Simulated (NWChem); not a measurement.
System: BeIBr; SMILES [Br][Be][I]

All runs: NWChem. Geometry: optimised at PBE-D3(BJ)/def2-SVP. def2 effective core potentials on I; no spin-orbit coupling. Level PBE/def2-SVP: energy and gradient on several grids; changes count from the extra-fine grid, which is no exact limit either.

```json
[
 {"grid": "xcoarse", "size of the energy change (μHa)": "80", "largest change of a gradient component (μHa/bohr)": "4000"},
 {"grid": "coarse", "size of the energy change (μHa)": "30", "largest change of a gradient component (μHa/bohr)": "300"},
 {"grid": "medium", "size of the energy change (μHa)": "< 10", "largest change of a gradient component (μHa/bohr)": "80"},
 {"grid": "fine", "size of the energy change (μHa)": "< 10", "largest change of a gradient component (μHa/bohr)": "< 30"},
 {"grid": "xfine", "size of the energy change (μHa)": "< 10", "largest change of a gradient component (μHa/bohr)": "< 30"}
]
```
